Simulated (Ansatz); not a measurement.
**Nudged elastic band run: Cl2H4InNO**

input.yaml

```yaml
crystal:
  periodic: [false, false, false]
  atoms:
    - { symbol: In, position_ang: [-0.029733, 0.149282, 0.275114] }
    - { symbol: O, position_ang: [-0.329791, -0.257187, 2.215179] }
    - { symbol: H, position_ang: [-0.575849, -1.169281, 2.402292] }
    - { symbol: Cl, position_ang: [1.987031, -0.501057, -0.755326] }
    - { symbol: Cl, position_ang: [-1.882346, 0.497249, -1.140581] }
    - { symbol: "N", position_ang: [0.452968, 2.282542, 0.932825] }
    - { symbol: H, position_ang: [1.408044, 2.566625, 0.713762] }
    - { symbol: H, position_ang: [-0.191, 2.977783, 0.555753] }
    - { symbol: H, position_ang: [0.343776, 2.245545, 1.949081] }
basis:
  gaussian: { orbitals: def2-SVP }
hamiltonian:
  xc: pbe0
  dispersion: d4
neb:
  order_check: false
  images: 7
  f_tol: 0.03
  max_iterations: 60
  final_atoms:
    - { symbol: In, position_ang: [0.23229896, 0.54351516, -0.11714665] }
    - { symbol: O, position_ang: [-0.01672328, 0.00465618, 2.11374106] }
    - { symbol: H, position_ang: [-0.90701191, -0.23990334, 2.39695369] }
    - { symbol: Cl, position_ang: [2.04772697, -0.67069146, -0.95347002] }
    - { symbol: Cl, position_ang: [-1.92457789, 0.0438911, -0.90707969] }
    - { symbol: "N", position_ang: [0.46899706, 2.33091714, 0.91767059] }
    - { symbol: H, position_ang: [1.39973181, 2.73905747, 0.8331622] }
    - { symbol: H, position_ang: [-0.1935672, 3.05212183, 0.63295267] }
    - { symbol: H, position_ang: [0.07622549, 0.98793691, 2.23131515] }
  initial_path:
    images:
      - { positions_ang: [[-0.029733, 0.149282, 0.275114], [-0.329791, -0.257187, 2.215179], [-0.575849, -1.169281, 2.402292], [1.987031, -0.501057, -0.755326], [-1.882346, 0.497249, -1.140581], [0.452968, 2.282542, 0.932825], [1.408044, 2.566625, 0.713762], [-0.191, 2.977783, 0.555753], [0.343776, 2.245545, 1.949081]] }
      - { positions_ang: [[-0.02547007, 0.11347979, 0.2050283], [-0.25152621, -0.1943655, 2.24506851], [-0.66457996, -0.94593201, 2.46893854], [2.01582529, -0.38032704, -0.87192189], [-1.94259628, 0.38362907, -1.16261386], [0.47387671, 2.27226142, 0.89296174], [1.38370833, 2.51992666, 0.90635415], [-0.14274457, 3.00289356, 0.51739556], [0.33660675, 2.01993505, 1.94688794]] }
      - { positions_ang: [[-0.02120714, 0.07767757, 0.1349426], [-0.17326142, -0.13154399, 2.27495803], [-0.75331091, -0.72258303, 2.53558509], [2.04461959, -0.25959708, -0.98851778], [-2.00284655, 0.27000915, -1.18464672], [0.49478541, 2.26198084, 0.85309849], [1.35937266, 2.47322832, 1.09894629], [-0.09448913, 3.02800411, 0.47903813], [0.3294375, 1.7943251, 1.94469488]] }
      - { positions_ang: [[-0.01694422, 0.04187536, 0.0648569], [-0.09499663, -0.06872249, 2.30484754], [-0.84204187, -0.49923404, 2.60223163], [2.07341388, -0.13886712, -1.10511367], [-2.06309683, 0.15638922, -1.20667958], [0.51569412, 2.25170026, 0.81323523], [1.335037, 2.42652998, 1.29153844], [-0.0462337, 3.05311467, 0.44068069], [0.32226825, 1.56871515, 1.94250182]] }
      - { positions_ang: [[-0.01268129, 0.00607315, -0.0052288], [-0.01673184, -0.00590098, 2.33473705], [-0.93077283, -0.27588506, 2.66887817], [2.10220817, -0.01813715, -1.22170956], [-2.1233471, 0.0427693, -1.22871244], [0.53660282, 2.24141968, 0.77337197], [1.31070133, 2.37983164, 1.48413059], [0.00202174, 3.07822523, 0.40232326], [0.31509899, 1.3431052, 1.94030877]] }
      - { positions_ang: [[0.04856377, 0.14043365, -0.03320827], [-0.0167297, -0.00326169, 2.27948806], [-0.9248326, -0.26688963, 2.60089705], [2.08858787, -0.18127573, -1.15464968], [-2.0736548, 0.04304975, -1.14830426], [0.51970138, 2.26379405, 0.80944663], [1.33295895, 2.46963809, 1.32138849], [-0.0468755, 3.07169938, 0.45998061], [0.25538062, 1.25431313, 2.01306036]] }
      - { positions_ang: [[0.10980883, 0.27479416, -0.06118773], [-0.01672756, -0.0006224, 2.22423906], [-0.91889237, -0.2578942, 2.53291593], [2.07496757, -0.3444143, -1.08758979], [-2.0239625, 0.0433302, -1.06789607], [0.50279994, 2.28616841, 0.84552128], [1.35521657, 2.55944455, 1.1586464], [-0.09577273, 3.06517353, 0.51763796], [0.19566224, 1.16552106, 2.08581196]] }
      - { positions_ang: [[0.17105389, 0.40915466, -0.08916719], [-0.01672542, 0.00201689, 2.16899006], [-0.91295214, -0.24889877, 2.46493481], [2.06134727, -0.50755288, -1.02052991], [-1.97427019, 0.04361065, -0.98748788], [0.4858985, 2.30854277, 0.88159594], [1.37747419, 2.64925101, 0.9959043], [-0.14466997, 3.05864768, 0.57529532], [0.13594386, 1.07672898, 2.15856355]] }
      - { positions_ang: [[0.23229896, 0.54351516, -0.11714665], [-0.01672328, 0.00465618, 2.11374106], [-0.90701191, -0.23990334, 2.39695369], [2.04772697, -0.67069146, -0.95347002], [-1.92457789, 0.0438911, -0.90707969], [0.46899706, 2.33091714, 0.91767059], [1.39973181, 2.73905747, 0.8331622], [-0.1935672, 3.05212183, 0.63295267], [0.07622549, 0.98793691, 2.23131515]] }
```

Launched with:

```bash
$ ansatz run input.yaml --threads 4 --pin off --max-ram 5120MiB --backend cpu --events-out ev --progress --plain --runs-dir out
```

Output, in part (warnings, iteration lines, the closing report on the highest movable image, with atoms numbered from 0):

```
NEB end point (image 0): max|allowed force component| = 1.947e-2 eV/Å (the criterion of neb.relax_end_points is 1.000e-2)
NEB end point (image 8): max|allowed force component| = 1.156e-2 eV/Å (the criterion of neb.relax_end_points is 1.000e-2)
NEB iter   1: max|band force component| = 5.804e0 eV/Å  barrier→ = 3.1957 eV  barrier← = 2.6765 eV  Δτ_max = 0.2000 Å  (248 SCF iters)
NEB iter   2: max|band force component| = 2.179e0 eV/Å  barrier→ = 1.3598 eV  barrier← = 0.8406 eV  Δτ_max = 0.2000 Å  (216 SCF iters)
NEB iter   3: max|band force component| = 2.409e0 eV/Å  barrier→ = 0.8727 eV  barrier← = 0.3535 eV  Δτ_max = 0.0985 Å  (206 SCF iters)
NEB iter   4: max|band force component| = 1.335e0 eV/Å  barrier→ = 0.7035 eV  barrier← = 0.1843 eV  Δτ_max = 0.1001 Å  (212 SCF iters)
NEB iter   5: max|band force component| = 1.236e0 eV/Å  barrier→ = 0.7339 eV  barrier← = 0.2147 eV  Δτ_max = 0.0996 Å  (213 SCF iters)
NEB iter   6: max|band force component| = 1.061e0 eV/Å  barrier→ = 0.7390 eV  barrier← = 0.2198 eV  Δτ_max = 0.1004 Å  (215 SCF iters)
NEB iter   7: max|band force component| = 7.121e-1 eV/Å  barrier→ = 0.7014 eV  barrier← = 0.1822 eV  Δτ_max = 0.1003 Å  (212 SCF iters)
NEB iter   8: max|band force component| = 3.441e-1 eV/Å  barrier→ = 0.6735 eV  barrier← = 0.1543 eV  CI = image 6  Δτ_max = 0.1870 Å  (205 SCF iters)
NEB iter   9: max|band force component| = 3.594e-1 eV/Å  barrier→ = 0.6618 eV  barrier← = 0.1426 eV  CI = image 6  Δτ_max = 0.0615 Å  (210 SCF iters)
NEB iter  10: max|band force component| = 1.267e-1 eV/Å  barrier→ = 0.6590 eV  barrier← = 0.1398 eV  CI = image 6  Δτ_max = 0.0415 Å  (218 SCF iters)
NEB iter  11: max|band force component| = 1.029e-1 eV/Å  barrier→ = 0.6589 eV  barrier← = 0.1397 eV  CI = image 6  Δτ_max = 0.0126 Å  (210 SCF iters)
NEB iter  12: max|band force component| = 5.949e-2 eV/Å  barrier→ = 0.6586 eV  barrier← = 0.1395 eV  CI = image 6  Δτ_max = 0.0077 Å  (185 SCF iters)
NEB iter  13: max|band force component| = 2.277e-2 eV/Å  barrier→ = 0.6586 eV  barrier← = 0.1394 eV  CI = image 6  Δτ_max = 0.0000 Å  (359 SCF iters)
Total energy: -33802.29772838 eV, -1242.2115294977 hartree
Atom 0 at     0.168023     0.371254    -0.090518 Å, force    -0.002646    -0.000636    -0.001185 eV/Å
Atom 1 at     0.018832     0.092947     2.065840 Å, force     0.003801    -0.005075    -0.002650 eV/Å
Atom 2 at    -0.800079    -0.190585     2.488256 Å, force    -0.001645     0.001948     0.001945 eV/Å
Atom 3 at     2.060108    -0.633607    -1.017698 Å, force    -0.000046    -0.000596     0.000823 eV/Å
Atom 4 at    -1.943478     0.109741    -1.072509 Å, force     0.000889     0.000261    -0.000452 eV/Å
Atom 5 at     0.427795     2.208067     1.002685 Å, force    -0.001178    -0.000726     0.002423 eV/Å
Atom 6 at     1.353248     2.634808     1.006191 Å, force    -0.000041     0.003018    -0.000111 eV/Å
Atom 7 at    -0.259830     2.941229     0.835397 Å, force     0.001160     0.000999    -0.001770 eV/Å
Atom 8 at     0.158483     1.257648     1.930455 Å, force    -0.000294     0.000808     0.000979 eV/Å
Dipole moment:    -0.127707     0.648109     0.556785 e Å
```

The forces met the threshold. A vibrational analysis at the climbing image gives one clearly imaginary mode, 951i cm⁻¹: a first-order saddle point. The orbitals stay closed-shell, which can raise the energy where a bond breaks towards radicals; this wasn't checked here.

Final band (atoms are numbered from 1 in the order of the input):

| image | path coordinate (Å) | energy (kJ/mol) | N6–H9 (Å) | O2–H9 (Å) |
| --- | --- | --- | --- | --- |
| 0 | 0.00 | 0.0 | 1.02 | 2.61 |
| 1 | 0.32 | 0.6 | 1.02 | 2.41 |
| 2 | 0.64 | 2.8 | 1.03 | 2.22 |
| 3 | 0.96 | 7.0 | 1.03 | 2.03 |
| 4 | 1.28 | 15.4 | 1.04 | 1.81 |
| 5 | 1.60 | 37.8 | 1.11 | 1.51 |
| 6 | 1.92 | 63.5 | 1.36 | 1.18 |
| 7 | 2.25 | 53.1 | 1.67 | 1.03 |
| 8 | 2.58 | 50.1 | 1.92 | 0.99 |

Run time: 3 min on 4 threads of Arm Neoverse V2, with other jobs on the host, peak memory 0.29 GiB.
